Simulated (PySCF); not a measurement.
Si(OMe)4 (C₄H₁₂O₄Si), SMILES CO[Si](OC)(OC)OC.

The structure is a stationary point at PBE0-D3(BJ)/def2-SVP. The isomer is the one that the SMILES or the coordinates give; other isomers of the formula were not compared. Other conformers were not sampled.

Method: TDA-B3LYP/def2-SVP in PySCF.

Vertical excitations; the highest root listed may be one member of a degenerate set. The molecule is in vacuum. State labels are in the subgroup C2.

| state | symmetry | energy (eV) | λ (nm) | f | main pairs |
|---|---|---|---|---|---|
| S1 | B | 7.98 | 155 | 0.001 | HOMO→LUMO (degenerate set) |
| S2 | B | 7.98 | 155 | 0.001 | HOMO−1→LUMO (degenerate set) |
| S3 | A | 8.26 | 150 | 0.000 | HOMO−2→LUMO 93 % |
| S4 | A | 8.48 | 146 | 0.004 | HOMO−3→LUMO 91 % |
| S5 | B | 8.79 | 141 | 0.005 | HOMO−4→LUMO, HOMO−1→LUMO+1 (degenerate set) |
| S6 | B | 8.79 | 141 | 0.005 | HOMO−5→LUMO, HOMO→LUMO+1 (degenerate set) |
| S7 | A | 8.84 | 140 | 0.019 | HOMO→LUMO+3 34 %, HOMO−1→LUMO+2 34 %, HOMO−7→LUMO 7 %, HOMO→LUMO+2 7 % |
| S8 | B | 8.86 | 140 | 0.009 | HOMO→LUMO+1, HOMO−5→LUMO, HOMO−4→LUMO, HOMO−1→LUMO+1 (degenerate set) |
| S9 | B | 8.86 | 140 | 0.009 | HOMO−1→LUMO+1, HOMO−4→LUMO, HOMO−5→LUMO, HOMO→LUMO+1 (degenerate set) |
| S10 | A | 8.90 | 139 | 0.000 | HOMO−1→LUMO+2 43 %, HOMO→LUMO+3 43 % |
| T1 | B | 7.70 | 161 | 0 | HOMO→LUMO (degenerate set) |
| T2 | B | 7.70 | 161 | 0 | HOMO−1→LUMO (degenerate set) |
| T3 | A | 7.99 | 155 | 0 | HOMO−2→LUMO 84 % |
| T4 | A | 8.19 | 151 | 0 | HOMO−3→LUMO 81 % |
Triplets are in the Tamm–Dancoff approximation.
